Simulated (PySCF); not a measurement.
Si4H13N3O

Si4H13N3O is a molecule, neutral, singlet. The structure, one conformer, was relaxed in the gas phase by PBE0-D3(BJ)/def2-SVP. No frequency run checks that it is a minimum.

SMILES: O[Si](N[SiH3])(N[SiH3])N[SiH3]

```xyz
21

Si    1.578    1.947    0.552
N     1.570    0.500   -0.425
Si    0.153   -0.211   -1.100
N    -1.197    0.851   -0.923
Si   -2.472    0.625    0.249
N    -0.219   -1.615   -0.161
Si    0.739   -2.116    1.214
O     0.511   -0.523   -2.691
H     1.231    3.188   -0.212
H     2.961    2.113    1.093
H     0.611    1.823    1.681
H     2.465    0.191   -0.792
H    -1.268    1.660   -1.533
H    -3.373    1.814    0.150
H    -3.292   -0.599   -0.025
H    -1.953    0.519    1.645
H    -1.001   -2.213   -0.407
H     0.764   -1.089    2.298
H     0.099   -3.359    1.745
H     2.153   -2.438    0.848
H    -0.112   -1.070   -3.176
```
Atoms count from 1 in this order.

Shieldings: GIAO PBE0/pcSseg-1. Shifts are against computed references at the same level: H TMS (σ 31.27 ppm), Si TMS (σ 352.0 ppm). Core levels by delta-SCF with SCAN, pcX-2 on the ionised atom and pcseg-1 elsewhere, spin-free X2C (2p3/2 is the spin-free 2p value less a third of a first-order spin-orbit splitting); from the vacuum level, for chosen atoms.

(1) Give the shieldings and core levels atom by atom.

(2) By CAM-B3LYP/def2-SVPD (TDDFT singlets, Tamm-Dancoff triplets, ionisation by delta-SCF), where does absorption start, and what does vertical ionisation take?

Results:

(1) 
```tsv
atoms	bonded to	σ (ppm)	δ (ppm)	core level (eV)
Si1	1 N + 3 H	407.1	-55.1	-
N2	2 Si + 1 H	246.8	-	1s 404.06
Si3	3 N + 1 O	394.2	-42.2	2p3/2 107.49
N4	2 Si + 1 H	241.8	-	1s 404.10
Si5	1 N + 3 H	408.6	-56.6	-
N6	2 Si + 1 H	241.4	-	1s 404.05
Si7	1 N + 3 H	408.7	-56.7	-
O8	1 Si + 1 H	262.1	-	1s 538.36
H9 H10 H11	1 Si	26.59	4.67	-
H12	1 N	30.86	0.41	-
H13	1 N	30.89	0.38	-
H14 H15 H16	1 Si	26.65	4.62	-
H17	1 N	31.05	0.22	-
H18 H19 H20	1 Si	26.63	4.64	-
H21	1 O	29.74	1.53	-
```

Values are those of this one static structure, with the three H of a rotating XH3 group averaged; atoms that internal rotation interchanges would show their mean in an NMR spectrum.

(2) The lowest singlet lies at 6.51 eV (f 0.007), the strongest of the first 6 at 6.65 eV (f 0.031), the lowest triplet at 6.24 eV; vertical ionisation takes 9.51 eV.

The 3 runs behind this took 8 min in all, one thread each of Intel Xeon 6975P-C on a shared host, launched as `OMP_NUM_THREADS=1 python cluster_run.py task.json out`.
